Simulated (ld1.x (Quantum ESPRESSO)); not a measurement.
## Logarithmic derivatives: platinum, ultrasoft

| Item | Value |
| --- | --- |
| Element | Pt |
| Generator | ld1.x (Quantum ESPRESSO) 7.5 |
| Type | ultrasoft |
| Functional | PW91 |
| Relativity | non-relativistic |
| Frozen core | [Xe] |
| Valence charge | 24 |
| Reference configuration | 4f13.5 5d9.5 6s1 6p0 |
| Partial waves | 6s (bound): rcut 2.45, rcutus 3.35 bohr; 6s channel at 0.45 Ry: rcut 2.45, rcutus 3.35 bohr; 6p (bound, empty): rcut 3.45, rcutus 4.50 bohr; 6p channel at 0.4 Ry: rcut 3.45, rcutus 4.50 bohr; 5d (bound): rcut 1.15, rcutus 1.35 bohr; 5d channel at 0.55 Ry: rcut 1.15, rcutus 1.35 bohr; 4f (bound): rcut 0.90, rcutus 1.00 bohr; 4f channel at -5.05 Ry: rcut 0.90, rcutus 1.00 bohr |
| Local potential | all-electron potential smoothed inside 2.30 bohr (lloc = -1) |
| Core correction | none |
| Augmentation charge | PSQ, inside the norm-conserving radii |

The phase is arctan(r·u′/u) with u = r·R(r), unwrapped; energies in Ry, scanned from -8 to 5 Ry. A pole is an energy at which the radial function vanishes at the test radius. The pseudo phase is shifted by a multiple of π to meet the all-electron one at the reference energy, and phase errors are pseudo minus all-electron; the curves can meet again beyond the range given. Levels narrower than the energy grid can be missing from the lists of poles. Where the grid stepped over a known ghost or core level, its pole and its step of π were put in at the level’s energy. n/a: not evaluated, since a narrow level or a reset projector energy made the automatic matching unsafe.

```csv
channel,radius (bohr),reference energy (Ry),"poles, all-electron","poles, pseudo",unbroken range about the reference energy with phases within 0.05 rad,phase error 1 Ry above the reference energy (rad)
s,4.89,-0.30,"-6.00, -0.15, 1.84","-0.15, 1.86, 4.89",-6.0 to 3.1,+0.004
p,4.89,-0.07,"-3.84, 0.30, 2.39","0.30, 2.03, 3.20",-3.8 to 1.0,-0.013
d,4.89,-0.57,"1.14, 3.54","1.14, 3.54",n/a,n/a
f,4.89,-6.47,"1.34, 3.03","1.35, 3.17",below 1.8,+0.000
```

Phases in the d channel:

```json
{"E (Ry)": "-8.00", "all-electron": "1.499", "pseudo": "1.499"}
{"E (Ry)": "-7.76", "all-electron": "1.498", "pseudo": "1.498"}
{"E (Ry)": "-7.52", "all-electron": "1.497", "pseudo": "1.497"}
{"E (Ry)": "-7.28", "all-electron": "1.495", "pseudo": "1.495"}
{"E (Ry)": "-7.04", "all-electron": "1.494", "pseudo": "1.494"}
{"E (Ry)": "-6.80", "all-electron": "1.493", "pseudo": "1.493"}
{"E (Ry)": "-6.56", "all-electron": "1.492", "pseudo": "1.492"}
{"E (Ry)": "-6.32", "all-electron": "1.490", "pseudo": "1.490"}
{"E (Ry)": "-6.08", "all-electron": "1.488", "pseudo": "1.488"}
{"E (Ry)": "-5.84", "all-electron": "1.487", "pseudo": "1.487"}
{"E (Ry)": "-5.60", "all-electron": "1.485", "pseudo": "1.485"}
{"E (Ry)": "-5.36", "all-electron": "1.483", "pseudo": "1.483"}
{"E (Ry)": "-5.12", "all-electron": "1.481", "pseudo": "1.481"}
{"E (Ry)": "-4.88", "all-electron": "1.479", "pseudo": "1.479"}
{"E (Ry)": "-4.64", "all-electron": "1.477", "pseudo": "1.477"}
{"E (Ry)": "-4.40", "all-electron": "1.474", "pseudo": "1.474"}
{"E (Ry)": "-4.16", "all-electron": "1.472", "pseudo": "1.472"}
{"E (Ry)": "-3.92", "all-electron": "1.469", "pseudo": "1.469"}
{"E (Ry)": "-3.68", "all-electron": "1.465", "pseudo": "1.465"}
{"E (Ry)": "-3.44", "all-electron": "1.462", "pseudo": "1.462"}
{"E (Ry)": "-3.20", "all-electron": "1.458", "pseudo": "1.458"}
{"E (Ry)": "-2.96", "all-electron": "1.454", "pseudo": "1.454"}
{"E (Ry)": "-2.72", "all-electron": "1.449", "pseudo": "1.449"}
{"E (Ry)": "-2.48", "all-electron": "1.443", "pseudo": "1.443"}
{"E (Ry)": "-2.24", "all-electron": "1.437", "pseudo": "1.437"}
{"E (Ry)": "-2.00", "all-electron": "1.429", "pseudo": "1.429"}
{"E (Ry)": "-1.76", "all-electron": "1.420", "pseudo": "1.420"}
{"E (Ry)": "-1.52", "all-electron": "1.409", "pseudo": "1.409"}
{"E (Ry)": "-1.28", "all-electron": "1.395", "pseudo": "1.395"}
{"E (Ry)": "-1.04", "all-electron": "1.377", "pseudo": "1.377"}
{"E (Ry)": "-0.80", "all-electron": "1.348", "pseudo": "1.348"}
{"E (Ry)": "-0.56", "all-electron": "-1.602", "pseudo": "-1.602"}
{"E (Ry)": "-0.32", "all-electron": "-1.850", "pseudo": "-1.850"}
{"E (Ry)": "-0.08", "all-electron": "-1.949", "pseudo": "-1.949"}
{"E (Ry)": "0.16", "all-electron": "-2.196", "pseudo": "-2.196"}
{"E (Ry)": "0.40", "all-electron": "-3.294", "pseudo": "-3.294"}
{"E (Ry)": "0.64", "all-electron": "-4.356", "pseudo": "-4.356"}
{"E (Ry)": "0.88", "all-electron": "-4.601", "pseudo": "-4.601"}
{"E (Ry)": "1.12", "all-electron": "-4.707", "pseudo": "-4.707"}
{"E (Ry)": "1.36", "all-electron": "-4.782", "pseudo": "-4.782"}
{"E (Ry)": "1.60", "all-electron": "-4.861", "pseudo": "-4.861"}
{"E (Ry)": "1.84", "all-electron": "-4.994", "pseudo": "-4.994"}
{"E (Ry)": "2.08", "all-electron": "-5.445", "pseudo": "-5.445"}
{"E (Ry)": "2.32", "all-electron": "-7.135", "pseudo": "-7.135"}
{"E (Ry)": "2.56", "all-electron": "-7.595", "pseudo": "-7.595"}
{"E (Ry)": "2.80", "all-electron": "-7.720", "pseudo": "-7.720"}
{"E (Ry)": "3.04", "all-electron": "-7.781", "pseudo": "-7.781"}
{"E (Ry)": "3.28", "all-electron": "-7.821", "pseudo": "-7.821"}
{"E (Ry)": "3.52", "all-electron": "-7.851", "pseudo": "-7.851"}
{"E (Ry)": "3.76", "all-electron": "-7.879", "pseudo": "-7.878"}
{"E (Ry)": "4.00", "all-electron": "-7.907", "pseudo": "-7.906"}
{"E (Ry)": "4.24", "all-electron": "-7.940", "pseudo": "-7.940"}
{"E (Ry)": "4.48", "all-electron": "-7.988", "pseudo": "-7.987"}
{"E (Ry)": "4.72", "all-electron": "-8.076", "pseudo": "-8.074"}
{"E (Ry)": "4.96", "all-electron": "-8.336", "pseudo": "-8.327"}
```
